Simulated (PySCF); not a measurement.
Computed shifts of a molecule C₆H₇F, PBE/pcSseg-1 run with PySCF, GIAO, gas phase, equivalent atoms averaged, in ppm (number of nuclei): ¹³C: 182.2 (1), 156.8 (1), 117.0 (1), 108.7 (1), 35.6 (1), 32.4 (1). ¹⁹F: -123.4 (1). ¹H: 5.87 (1), 5.38 (1), 5.10 (1), 2.87 (2), 2.83 (2). References: ¹³C against TMS (σ = 182.0 ppm); ¹⁹F against CFCl3 (σ = 133.6 ppm); ¹H against TMS (σ = 31.49 ppm), references at their B3LYP-D3(BJ)/def2-TZVP geometries, non-relativistic. Coordinates come from a PBE0-D3(BJ)/def2-SVP optimisation. The values are those of a single conformer.

**Question.** Pick the molecule that these values belong to.
A. FC=C=C1CCC1
B. C=C1C=C(F)CC1
C. C=CC1=CC[C@H]1F
D. C#CC[C@@H]1C[C@H]1F

**Answer.** B, C=C1C=C(F)CC1
